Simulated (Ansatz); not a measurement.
Mulliken charges of `FC1C=C1Br` from r2SCAN/def2-TZVPP in Ansatz (PBE0-D4/def2-TZVP geometry).

| atom | x (Å) | y (Å) | z (Å) | charge (e) |
| --- | --- | --- | --- | --- |
| F1 | -0.714 | 0.201 | 1.699 | -0.237 |
| C2 | -0.443 | -0.385 | 0.480 | 0.156 |
| C3 | 0.913 | -0.239 | -0.086 | -0.104 |
| C4 | -0.036 | 0.462 | -0.627 | -0.059 |
| Br5 | -0.553 | 1.703 | -1.876 | 0.035 |
| H6 | -1.052 | -1.280 | 0.383 | 0.058 |
| H7 | 1.947 | -0.530 | -0.019 | 0.151 |

Q: By hand: the dipole of these point charges (1 e Å = 4.8032 D).

A: Σ q r = (0.221, -0.205, -0.328) e Å, of length 0.445 e Å = 2.14 D.

Q: How does the dipole of the full density compare? (Best estimate.)

A: Computed: (0.220, -0.221, -0.248) e Å, 1.91 D; the point charges give 1.12 times that, at 9° from its direction.

Point charges leave out the atoms' own dipoles, such as those of lone pairs, and Mulliken's split depends on the basis, so the close match here is no proof of good charges.
